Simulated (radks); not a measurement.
Species: Sb XX. Configuration: [Ar] 3d10 4s2 4p1.75 4d0.25 (fractional occupations, a model configuration). Method: Dirac Kohn-Sham, LDA (Slater exchange, Perdew-Wang correlation), spin-unpolarised, spherical densities, point nucleus; open shells fill j = l - 1/2 first; computed with a radial shooting solver on a logarithmic mesh with Libxc functionals.

Normalised radial functions P(r) = r R(r) (large component), r in bohr:

r,3p3/2,4p1/2
0.002064,0.0069,0.0084
0.002346,0.0088,0.0100
0.002645,0.0111,0.0119
0.003006,0.0141,0.0143
0.003389,0.0177,0.0170
0.003852,0.0225,0.0205
0.004343,0.0282,0.0245
0.004936,0.0357,0.0297
0.005566,0.0444,0.0356
0.006326,0.0561,0.0432
0.007132,0.0695,0.0518
0.008106,0.0872,0.0629
0.00914,0.1075,0.0754
0.01039,0.1338,0.0913
0.01171,0.1637,0.1090
0.01331,0.2021,0.1313
0.01501,0.2448,0.1557
0.01706,0.2985,0.1859
0.01923,0.3572,0.2183
0.02186,0.4289,0.2573
0.02465,0.5047,0.2976
0.02801,0.5939,0.3440
0.03158,0.6838,0.3896
0.0359,0.7833,0.4383
0.04047,0.8757,0.4815
0.046,0.9668,0.5209
0.05186,1.0374,0.5472
0.05895,1.0864,0.5578
0.06646,1.0966,0.5454
0.07554,1.0566,0.5019
0.08517,0.9602,0.4275
0.0968,0.7851,0.3087
0.1091,0.5492,0.1604
0.124,0.2241,-0.0316
0.1399,-0.1379,-0.2324
0.159,-0.5615,-0.4497
0.1792,-0.9630,-0.6324
0.2037,-1.3557,-0.7749
0.2297,-1.6523,-0.8315
0.261,-1.8565,-0.7847
0.2943,-1.9222,-0.6284
0.3345,-1.8541,-0.3458
0.3771,-1.6763,0.0052
0.4286,-1.3993,0.4266
0.4833,-1.0994,0.8113
0.5493,-0.7828,1.1474
0.6193,-0.5234,1.3436
0.7039,-0.3086,1.3959
0.7936,-0.1696,1.3005
0.902,-0.0791,1.0805
1.017,-0.0340,0.8175
1.156,-0.0118,0.5389
1.303,-0.0037,0.3232
1.481,-0.0009,0.1626
1.67,-0.0002,0.0737
1.898,0.0000,0.0266
2.14,0.0000,0.0086
2.432,0.0000,0.0020

3p3/2: eigenvalue -1232.9 eV, 1 radial node at r = 0.134 bohr, <r> = 0.328 bohr, 90 % of the charge inside 0.492 bohr. 4p1/2: eigenvalue -539.20 eV, 2 radial nodes at r = 0.122, 0.377 bohr, <r> = 0.716 bohr, 90 % of the charge inside 1.02 bohr.
